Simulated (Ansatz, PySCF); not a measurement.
Molecule: CH2O3, net charge 0, singlet state. SMILES: OC(=O)O
Structure (B3LYP-D3(BJ)/def2-TZVP (Ansatz, a program for electronic structure) minimum search):
```
C
O 1 1.2025
O 1 1.3386 2 125.65
H 3 0.9673 1 106.70 2 0.00
O 1 1.3386 2 125.65 3 180.00
H 5 0.9673 1 106.70 2 0.00
```
Charge 0, spin multiplicity 1.

Property: vertical ionisation energy (to the doublet state of charge +1; each state is the SCF solution reached for its spin), in eV. Cores are frozen in the correlated levels unless marked. UHF or UKS for open shells. Spin-orbit coupling is left out. Non-relativistic. 

```tsv
level	program	vertical ionisation energy (eV)
HF/aug-cc-pVDZ	Ansatz	10.33
HF/aug-cc-pVTZ	Ansatz	10.29
PBE/def2-TZVPD	Ansatz	11.29
r2SCAN/def2-TZVPD	Ansatz	11.31
B3LYP/def2-TZVPD	Ansatz	11.56
BHLYP/def2-TZVPD	Ansatz	11.47
CAM-B3LYP/def2-TZVPD	Ansatz	11.69
wB97M-V/def2-TZVPD	Ansatz	11.61
B2PLYP/def2-TZVPD	Ansatz	11.63
MP2/aug-cc-pVDZ	Ansatz	11.93
RI-MP2/aug-cc-pVTZ	Ansatz	12.08
RI-MP2/aug-cc-pVQZ	Ansatz	12.16
SCS-MP2/aug-cc-pVDZ	Ansatz	11.81
CCSD(T)/aug-cc-pVDZ	Ansatz	11.53
```

For comparison, minus the highest occupied orbital energy (PySCF): 10.63 eV at M06-2X/def2-TZVPD, 7.83 eV at TPSSh/def2-TZVPD, 8.81 eV at PBE0/def2-TZVPD.
